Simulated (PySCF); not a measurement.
## Broadened absorption spectrum of C4H7NO3S

C4H7NO3S.
SMILES: `C=C(C(N)=O)S(C)(=O)=O`

Method: TDDFT PBE0/def2-SVPD, vertical, gas phase, core orbitals frozen in the response in PySCF 2.14.0, density-fitted response routines. Geometry: GFN2-xTB, one conformer, isolated molecule. Torsions of this conformer, `[CH2:1]=[C:2]([C:3]([NH2:4])=[O:5])[S:6]([CH3:7])(=[O:8])=[O:9]`: C1–C2–C3–N4 -159°, C1–C2–S6–C7 -111°, H–N4–C3–C2 8°, H–N4–C3–C2 174°.

Each state is given a Gaussian of 0.3 eV full width at half maximum, with ε(max) = 2.175×10⁸ f / Δν̃ (Δν̃ the width in cm⁻¹). The width is an assumption, not a result. The curve ends short of the highest state used, and states not computed would add to its high-energy end.

```json
{"λ (nm)": "205.3", "ε (L mol⁻¹ cm⁻¹)": "968"}
{"λ (nm)": "208.5", "ε (L mol⁻¹ cm⁻¹)": "576"}
{"λ (nm)": "211.7", "ε (L mol⁻¹ cm⁻¹)": "390"}
{"λ (nm)": "214.9", "ε (L mol⁻¹ cm⁻¹)": "413"}
{"λ (nm)": "218.1", "ε (L mol⁻¹ cm⁻¹)": "467"}
{"λ (nm)": "221.3", "ε (L mol⁻¹ cm⁻¹)": "630"}
{"λ (nm)": "224.5", "ε (L mol⁻¹ cm⁻¹)": "1073"}
{"λ (nm)": "227.7", "ε (L mol⁻¹ cm⁻¹)": "1607"}
{"λ (nm)": "230.9", "ε (L mol⁻¹ cm⁻¹)": "1770"}
{"λ (nm)": "234.2", "ε (L mol⁻¹ cm⁻¹)": "1388"}
{"λ (nm)": "237.4", "ε (L mol⁻¹ cm⁻¹)": "800"}
{"λ (nm)": "240.6", "ε (L mol⁻¹ cm⁻¹)": "347"}
{"λ (nm)": "243.8", "ε (L mol⁻¹ cm⁻¹)": "115"}
{"λ (nm)": "247.0", "ε (L mol⁻¹ cm⁻¹)": "30"}
{"λ (nm)": "250.2", "ε (L mol⁻¹ cm⁻¹)": "6"}
{"λ (nm)": "253.4", "ε (L mol⁻¹ cm⁻¹)": "1"}
{"λ (nm)": "256.6", "ε (L mol⁻¹ cm⁻¹)": "0"}
{"λ (nm)": "259.8", "ε (L mol⁻¹ cm⁻¹)": "0"}
{"λ (nm)": "263.0", "ε (L mol⁻¹ cm⁻¹)": "0"}
{"λ (nm)": "266.2", "ε (L mol⁻¹ cm⁻¹)": "1"}
{"λ (nm)": "269.4", "ε (L mol⁻¹ cm⁻¹)": "4"}
{"λ (nm)": "272.6", "ε (L mol⁻¹ cm⁻¹)": "8"}
{"λ (nm)": "275.8", "ε (L mol⁻¹ cm⁻¹)": "14"}
{"λ (nm)": "279.0", "ε (L mol⁻¹ cm⁻¹)": "20"}
{"λ (nm)": "282.2", "ε (L mol⁻¹ cm⁻¹)": "24"}
{"λ (nm)": "285.5", "ε (L mol⁻¹ cm⁻¹)": "25"}
{"λ (nm)": "288.7", "ε (L mol⁻¹ cm⁻¹)": "22"}
{"λ (nm)": "291.9", "ε (L mol⁻¹ cm⁻¹)": "18"}
{"λ (nm)": "295.1", "ε (L mol⁻¹ cm⁻¹)": "12"}
{"λ (nm)": "298.3", "ε (L mol⁻¹ cm⁻¹)": "7"}
{"λ (nm)": "301.5", "ε (L mol⁻¹ cm⁻¹)": "4"}
{"λ (nm)": "304.7", "ε (L mol⁻¹ cm⁻¹)": "2"}
{"λ (nm)": "307.9", "ε (L mol⁻¹ cm⁻¹)": "1"}
{"λ (nm)": "311.1", "ε (L mol⁻¹ cm⁻¹)": "0"}
{"λ (nm)": "314.3", "ε (L mol⁻¹ cm⁻¹)": "0"}
{"λ (nm)": "317.5", "ε (L mol⁻¹ cm⁻¹)": "0"}
```

Task: Where are the band maxima, and which computed states make them?

Result: 285 nm (4.35 eV), ε about 25, made up of S1 (100%); 230 nm (5.39 eV), ε about 1800, made up of S2 (99%) (ε in L mol⁻¹ cm⁻¹; maxima over ε = 5, shares over 10%). At its high-energy end, 6.04 eV, the curve is still rising (ε about 970, from S4). The states used: S1 4.35 eV (f 0.0003); S2 5.38 eV (f 0.020); S3 5.73 eV (f 0.0042); S4 6.11 eV (f 0.012); S5 6.58 eV (f 0.0041); S6 6.64 eV (f 0.065).

Task: Coming from long wavelengths, where does ε first pass 100 L mol⁻¹ cm⁻¹?

Result: At about 244 nm (5.08 eV), 0.72 eV above S1.

Task: On this curve, what absorbance would a 10⁻⁵ mol/L sample give at 266 nm over a 1 cm path?

Result: 266 nm is 4.661 eV, where ε is about 1.4 L mol⁻¹ cm⁻¹, so A = ε c l ≈ 1.4e-05 (Beer–Lambert, with the gas-phase spectrum and the assumed width).

Task: What would ε be at 5.39 eV, the highest of these maxima, with half the width (0.15 eV)?

Result: About 3530 L mol⁻¹ cm⁻¹ against 1780, a factor of about 1.98; a lone state at its own centre would give exactly 2.

On one thread of an Arm Neoverse V1, shared host with 32 logical CPUs at a one-minute load of 7.1, this took 52 s of wall time and 1.0 GiB of memory at its peak.
